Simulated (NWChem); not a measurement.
Species: HfCl$_{3}$, doublet; SMILES [Cl][Hf]([Cl])[Cl]

Computed with NWChem. Spin-unrestricted. In the optimisation the excess spin sits in a (C3, its own frame). Geometry: optimised at PBE0/def2-SVP, spin-unrestricted. The spin multiplicity was typed, not searched, and may not be the lowest. No stability test was run on the SCF state. def2 effective core potentials on Hf; no spin-orbit coupling. Level B3LYP/def2-SVP: energy and gradient on several grids; changes count from the extra-fine grid, which is no exact limit either.

```tsv
grid	size of the energy change (μHa)	largest change of a gradient component (μHa/bohr)
xcoarse	80	< 30
coarse	< 10	< 30
medium	< 10	< 30
fine	< 10	< 30
xfine	< 10	< 30
```
